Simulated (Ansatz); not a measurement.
## Strength of the Si–Si bond: GeSi5H14 → GeH2(SiH2)(SiH3) + SiH2(SiH2)(SiH3)

Species: GeSi5H14 `[SiH3][SiH2][SiH2][SiH2][GeH2][SiH3]`, singlet; GeH2(SiH2)(SiH3), doublet; SiH2(SiH2)(SiH3), doublet. 

Shapes, held fixed at every level: PBE0-D4/def2-TZVP. Flexible molecules stand in one conformer, not always the lowest. Programs: Ansatz 0.2.0. Electronic energies: no zero-point or thermal term.

Estimate ΔE of this reaction.

The highest level, CCSD(T)/def2-TZVPP, gives ΔE = +318.8 kJ/mol; the levels span +217.0 to +334.2. The column of differences is taken from that level and isn't an error. Hartree–Fock misses the correlation of the pair that is broken and comes out low. No measured value is set beside it here. Open shells run unrestricted unless RO is named. Relativity is left out for Ge unless named. Correlated rows may include outer-core shells of Ge, which these sets cover unevenly.

```json
{"level": "HF/def2-SVP", "kind": "Hartree–Fock", "ΔE (kJ/mol)": "+217.0", "less CCSD(T)/def2-TZVPP": "-101.8"}
{"level": "r2SCAN-D4/def2-TZVPP", "kind": "meta-GGA", "ΔE (kJ/mol)": "+301.2", "less CCSD(T)/def2-TZVPP": "-17.6"}
{"level": "B3LYP-D4/def2-TZVPP", "kind": "global hybrid", "ΔE (kJ/mol)": "+313.7", "less CCSD(T)/def2-TZVPP": "-5.1"}
{"level": "PBE0-D4/def2-TZVPP", "kind": "global hybrid", "ΔE (kJ/mol)": "+318.6", "less CCSD(T)/def2-TZVPP": "-0.2"}
{"level": "wB97M-V/def2-TZVPP", "kind": "range-separated hybrid", "ΔE (kJ/mol)": "+330.4", "less CCSD(T)/def2-TZVPP": "+11.6"}
{"level": "wB97X-V/def2-TZVPP", "kind": "range-separated hybrid", "ΔE (kJ/mol)": "+334.2", "less CCSD(T)/def2-TZVPP": "+15.4"}
{"level": "MP2/def2-TZVPP", "kind": "perturbation theory", "ΔE (kJ/mol)": "+325.2", "less CCSD(T)/def2-TZVPP": "+6.4"}
{"level": "CCSD(T)/def2-TZVPP", "kind": "coupled cluster or CI", "ΔE (kJ/mol)": "+318.8", "less CCSD(T)/def2-TZVPP": "0.0"}
```
